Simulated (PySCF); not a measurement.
The numbers are results of PBE-D3(BJ)/def2-TZVP // PBE-D3(BJ)/def2-SVP (PySCF 2.14.0), not measurements. Gas-phase values, no solvent. One relaxed conformer stands for a flexible species; it need not be the lowest. Delta-SCF ions had no search for a lower state. Excitations are Tamm–Dancoff values on a coarser integration grid. The basis has no diffuse functions, so Rydberg states are missing or too high.

Reference species (SMILES): `[F][GeH2][F]` (neutral, multiplicity 1).

```json
{
 "vertical ionisation energy (Delta-SCF)": "12.02 eV",
 "LUMO": "-1.02 eV",
 "T1 excitation (TDA)": "6.95 eV"
}
```

After one change: the vertical ionisation energy (Delta-SCF) drops by 3.26 eV; the LUMO drops by 1.29 eV; the T1 excitation (TDA) decreases by 2.77 eV.

Q: Name the change that produced these shifts. The new species is one of these.
(A) `[F][GeH2][GeH2][F]` (F–Ge–Ge–F torsion 177°)
(B) `[F][GeH2][GeH2][GeH2][GeH2][GeH2][GeH2][GeH2][GeH2][F]`
(C) `[F][GeH2][GeH2][GeH2][GeH2][GeH2][F]`
(D) `[F][GeH2][GeH2][GeH2][GeH2][F]`

A: C, `[F][GeH2][GeH2][GeH2][GeH2][GeH2][F]`
